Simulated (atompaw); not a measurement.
# thulium: one change to a PAW (atompaw) potential, before and after

Tm, PAW, made with atompaw 4.2.0.5 (LDA (PW92), scalar-relativistic). Core [Kr] 4d10 5s2, reference 4f13 5p6 5d0 6s2 6p0. Waves: 6s (bound): rc 3.00 bohr; 6s channel at 0.1 Ry: rc 3.00 bohr; 5p (bound): rc 1.55 bohr; 6p (bound, empty): rc 2.30 bohr; 5d (bound, empty): rc 3.00 bohr; 5d channel at 0.35 Ry: rc 3.00 bohr; 4f (bound): rc 0.90 bohr; 4f channel at 0.4 Ry: rc 0.90 bohr. Local part: bessel scheme, radius 2.05 bohr. Core correction: smooth core density matched at 1.90 bohr. Augmentation charge: sinc compensation charge, radius 2.45 bohr; PAW radius 3.00 bohr; waves and projectors: custom rrkj gramschmidtortho.

Change: local potential bessel scheme, radius 1.30 bohr.

Cutoffs: the cutoffs (Ry, on a coarse ladder) from which the occupation-weighted sum of valence levels, in a spherical-Bessel basis at the reference potential, stays within 10 and 1 mRy of its value at 400 Ry; they do not see the model core or the augmentation charge, which bear on the density cutoff.

Question: What does the change do?

Answer: A bound ghost appears in s, which as a rule spoils a file; the range in which the s phases agree widens (upper end 0.7 → 2.8). A state that the projectors do not describe sees the local part alone, so a deeper or shallower local part can create or remove a ghost.

| quantity | base | changed |
| --- | --- | --- |
| cutoff, loose | 260 Ry | 260 Ry |
| cutoff, tight | over 300 Ry | over 300 Ry |
| bound ghosts | none | s |
| s: phases at 3.01 bohr within 0.05 rad from the reference energy up to (Ry; the scan ends near 5) | 0.7 | 2.8 |
| p: phases at 3.01 bohr within 0.05 rad from the reference energy up to (Ry; the scan ends near 5) | to the end of the scan | to the end of the scan |
| d: phases at 3.01 bohr within 0.05 rad from the reference energy up to (Ry; the scan ends near 5) | 2.4 | 2.4 |
| f: phases at 3.01 bohr within 0.05 rad from the reference energy up to (Ry; the scan ends near 5) | to the end of the scan | to the end of the scan |
| lowest overlap eigenvalue by channel | s 0.46, p 0.05, d 0.94, f 1.00 | s 0.34, p 0.10, d 0.89, f 0.99 |

 A true bound ghost makes a file unfit for plane-wave use even where its test errors are small: the radial tests pick states by their node count and pass the ghost by. The cutoffs see the waves, projectors and local potential, not the compensation charge or the core.
